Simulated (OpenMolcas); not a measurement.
**Setting up singlet GeH2Cl+ in OpenMolcas**

The species is GeH2Cl+ (4 atoms), meant as a singlet with charge +1. As SMILES of the parent species, `[Cl][GeH2]`. Geometry: relaxed at PBE0-D4/def2-TZVP. That shape belongs to the parent species and isn't relaxed for this state.

```xyz
4

Cl   -1.5629    0.3052    0.9935
Ge    0.1067   -0.4511   -0.1416
H     0.0727    0.2596   -1.5142
H     1.3834   -0.1137    0.6623
```

Settings wanted:

```yaml
method: DFT
reference: RKS
relativity: none
symmetry: none
basis_set: 6-31G*
task: energy
functional: B3LYP
dispersion: none
nucleus: point
integration_grid: UltraFine
SCF_convergence_threshold: 1e-10
d_and_f_functions: Cartesian
```

Q: Give an OpenMolcas 26.06 job that does this.

A: One that was run (others would do as well):

job.inp:
```
>>> EXPORT MOLCAS_PRINT=2
&GATEWAY
BasLib=$CurrDir
Coord
4
bohr
Cl    -2.95345296     0.57674441     1.87744290
Ge     0.20163378    -0.85245545    -0.26758522
H      0.13738309     0.49057290    -2.86142330
H      2.61424712    -0.21486186     1.25156561
Basis=6-31Gs
Group=NoSym
&SEWARD
GridInput
Grid=UltraFine
End of Grid
&SCF
Charge=1
KSDFT=B3LYP
Thresholds=1e-10 1e-07 1e-07 1e-05
PrOrbitals=1
```

```bash
$ export MOLCAS_MEM=1860
$ pymolcas job.inp > job.log
```

(Basis files named in the input come from the Basis Set Exchange and aren't shown.)

Calculated total energy: -2537.83028 Eh.
